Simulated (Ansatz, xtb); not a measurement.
## Relative energy of two isomers of C3H2ClFN2

We compare I, `Fc1cc(Cl)n[nH]1`, a singlet, with II, `Fc1n[nH]cc1Cl`, a singlet. Both are isolated molecules in the gas phase, relaxed with r2SCAN-D4/def2-SVP.

Problem. Which of the two would you expect CCSD(T)/def2-SVP + ΔMP2/def2-TZVPP electronic energies to favour?

Solution. CCSD(T)/def2-SVP + ΔMP2/def2-TZVPP gives E(II) − E(I) = −0.36 kcal/mol, slightly favouring structure II, which is too small a margin to settle the true order.

Level by level:

```
                             level            geometry  E(II) − E(I) (kcal/mol)  departure from the last row (kcal/mol)  job, with rough time for the two
                          GFN2-xTB            GFN2-xTB                     +1.25                                   +1.61             optimisation, 0.092 s
                         HF/STO-3G            GFN2-xTB                     +0.74                                   +1.10              single point, 0.34 s
      r2SCAN-D4/def2-SVP//GFN2-xTB            GFN2-xTB                     −0.24                                   +0.12               single point, 3.6 s
                r2SCAN-D4/def2-SVP  r2SCAN-D4/def2-SVP                     +0.01                                   +0.37                optimisation, 28 s
                       HF/def2-SVP  r2SCAN-D4/def2-SVP                     −0.14                                   +0.22           part of the CCSD(T) run
                      MP2/def2-SVP  r2SCAN-D4/def2-SVP                     −0.36                                    0.00           part of the CCSD(T) run
                  CCSD(T)/def2-SVP  r2SCAN-D4/def2-SVP                     −0.48                                   −0.12                      single point
CCSD(T)/def2-SVP + ΔMP2/def2-TZVPP  r2SCAN-D4/def2-SVP                     −0.36                                                        single point, 41 s
```

As drawn, both hold the same kinds of bond in the same numbers.

The largest departure from CCSD(T)/def2-SVP + ΔMP2/def2-TZVPP is that of GFN2-xTB, 1.61 kcal/mol. The last row adds to CCSD(T) the change of the MP2 difference between the two basis sets, here +0.12 kcal/mol.

With thermal terms from frequencies at re-optimised GFN2-xTB minima (ideal gas, soft modes damped towards free rotors, one conformer each, 298.15 K, 1 atm): on the last row, ΔE + ΔZPE = −0.27, ΔH = −0.27, ΔG = −0.31 kcal/mol.

The correlated steps freeze 11 core orbitals. Programs: Ansatz 0.2.0, xtb 6.7.1; the last row on 2 threads of Arm Neoverse V2 on a shared host.
